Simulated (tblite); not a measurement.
C3H11FPSi2 (doublet state).
Numbering: `[CH3:1][CH2:2][CH2:3][Si@@H:4]([F:5])[PH:6][SiH2:7]` (hydrogens: H8, H9, H10 on C1; H11, H12 on C2; H13, H14 on C3; H15 on Si4; H16 on P6; H17, H18 on Si7)

Computed with GFN2-xTB (tblite), gas phase: L-BFGS steps from a force-field or distance-geometry start until the largest atomic force falls under 0.01 eV/Å.

Geometry at step 5:
```
atom  x, y, z in Å
C1     -3.0668    0.1973   -0.4439
C2     -1.7994   -0.3158    0.2227
C3     -0.6049   -0.0711   -0.6799
Si4     1.0387   -0.5796    0.0689
F5      0.8886   -2.1186    0.5429
P6      2.4375   -0.1949   -1.5973
Si7     3.8362    1.2180   -0.6022
H8     -2.9578    0.1426   -1.5191
H9     -3.2767    1.2319   -0.1879
H10    -3.9513   -0.3726   -0.1937
H11    -1.8769   -1.3817    0.4382
H12    -1.6679    0.1835    1.1792
H13    -0.8129   -0.5617   -1.6317
H14    -0.5880    0.9892   -0.9314
H15     1.1885    0.1909    1.2842
H16     3.1663   -1.3678   -1.6485
H17     4.9598    0.6842    0.1611
H18     3.0783    2.1326    0.2622
```

Task: Give the atomic forces at this geometry.

Result: 
```csv
atom,Fx (eV/Å),Fy (eV/Å),Fz (eV/Å)
C1,-0.302,0.119,-0.140
C2,-0.200,-0.102,0.186
C3,-0.413,0.195,-0.233
Si4,-0.361,-0.133,-0.110
F5,0.200,0.025,0.019
P6,0.103,0.125,-0.355
Si7,0.058,0.016,-0.131
H8,-0.024,-0.013,-0.252
H9,0.141,0.096,0.031
H10,-0.090,-0.208,0.248
H11,-0.043,-0.062,-0.090
H12,0.096,0.078,0.141
H13,0.217,-0.223,-0.053
H14,0.171,0.179,0.058
H15,0.272,-0.061,0.336
H16,0.105,0.111,0.304
H17,0.040,-0.107,0.100
H18,0.030,-0.035,-0.059
```

The largest, 0.51 eV/Å, acts on C3; the rms over all components is 0.172 eV/Å. The forces sum to zero within rounding, as they must for an isolated molecule in no field.

Task: Give the force on C3 in Eh/bohr and in nN.

Result: 0.513 eV/Å ÷ 51.422 = 0.00997 Eh/bohr, and 0.513 eV/Å × 1.602 = 0.82 nN.

Task: How far is this geometry from the end of the optimisation?

Result: 0.394 eV above it, and 1.049 Å rms away after alignment. The bonds farthest from their final lengths, with half the difference of the two atoms' forces along the bond (positive lengthens):

```tsv
bond	now (Å)	final (Å)	force along bond (eV/Å)
Si4–P6	2.209	2.233	+0.26
C3–Si4	1.876	1.895	+0.09
Si4–H15	1.447	1.462	+0.24
C2–C3	1.517	1.526	+0.06
Si7–H17	1.459	1.467	+0.08
P6–Si7	2.223	2.217	0.00
```

The angle farthest from its final value is P6–Si7–H17, 119.1° against 108.6°.

Of the 3 listed bonds off by 0.010 Å or more, this force points towards the final length in 3.

The cost below is that of the whole relaxation. On one thread of an Arm Neoverse V1, shared host, this took 2.0 s wall.
